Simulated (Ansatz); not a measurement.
Ideal-gas functions of C2H4AlN, SMILES `N#C[CH2][AlH2]` at 400 K and 1 bar, from an Ansatz frequency run at PBE0-D4/def2-TZVP.

Molar mass 69.04 g/mol, point group Cs (symmetry number 1), electronic degeneracy 1, moments of inertia 35.13, 137.383, 161.433 u Å². Harmonic wavenumbers (cm⁻¹, unscaled): 48, 133, 388, 405, 479, 578, 656, 720, 770, 973, 1053, 1135, 1423, 1949, 1966, 2330, 3088, 3150.

Use S(trans) = R[1.5 ln M + 2.5 ln T − 1.1517]; rotational temperatures θ = 24.2544 K / I; S(rot) = R[ln(√π/σ · √(T³/θAθBθC)) + 1.5]; for each mode x = 1.438777 ν̃/T, S = R[x/(eˣ − 1) − ln(1 − e⁻ˣ)] and H = RT x/(eˣ − 1); 1 cm⁻¹ = 0.0119627 kJ/mol; R = 8.31446 J/(mol·K).

Task: By hand: the entropy, in J/(mol·K).

Result: Translation 167.8. Rotation: θ = 0.6904, 0.1765, 0.1502 K, giving 108.6. Vibration, mode by mode: 22.93, 14.52, 6.19, 5.88, 4.75, 3.58, 2.87, 2.40, 2.08, 1.16, 0.92, 0.72, 0.31, 0.06, 0.06, 0.02, 0.00, 0.00, in all 68.4. Electronic 0.0. Sum 344.8 J/(mol·K).

Task: By hand: H − E and G − E in kJ/mol, counted from the electronic energy.

Result: Zero-point energy ½ × 21244 × 0.0119627 = 127.1; thermal vibration 14.0; translation, rotation and pV give 4 RT = 13.3. H − E = 154.4 kJ/mol, and G − E = 154.4 − 400 × 344.8/1000 = 16.5 kJ/mol.

Vibration gives 20 % of the entropy, 37.5 J/(mol·K) of it from the modes under 150 cm⁻¹: soft modes count most, and the harmonic formula is weakest for them.
